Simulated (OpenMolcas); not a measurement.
An OpenMolcas run meant for Au+ (ANO-R0, X2C; inactive shells 1s 2s 2p 3s 3p 3d 4s 4p 4d 4f 5s 5p; intended active space 10 electrons in 6 orbitals (5d 6s)). One step of its input:

```
&RASSCF
FileOrb=start.orb
Symmetry=1
Spin=4
nActEl=10 0 0
Inactive=15 19
Ras2=6 0
CIRoot=15 15 1
SDav=15
CIMx=300
Iter=59 100
PrWF=0.3
OrbListing=Nothing
MaxOrb=0
Atom
CIOnly
>>> COPY $Project.JobIph JOB001
```

Lines from the output:

```
--- SEWARD ---
Basis set label: AU.ANO-R...6S4P3D1F.

      Electronic valence basis set:
      ------------------
      Associated Effective Charge  79.000000 au
      Associated Actual Charge     79.000000 au
      Nuclear Model: Finite nucleus - Gaussian distribution
        Gaussian exponent, Xi/bohr**(-2):  1.42230E+08

      Shell  nPrim  nBasis  Cartesian Spherical Contaminant
         s      26       6        X
         p      20       4        X
         d      15       3                 X
         f      10       1                 X
                  Relativistic X2C integrals
                  Atomic mean-field integrals
--- RASSCF ---

 Nr of active orbitals     NAC=   6
 Spin degeneracy         ISPIN=   4
 There can be no such wave function.
 ************************************************
--- Stop Module: rasscf at  /rc=_RC_INPUT_ERROR_ ---
.####################.
.# User input error #.
.####################.
```

**Question.** What is wrong with the input?

**Answer.** The spin multiplicity does not fit the number of active electrons: an even count needs an odd multiplicity and the reverse.
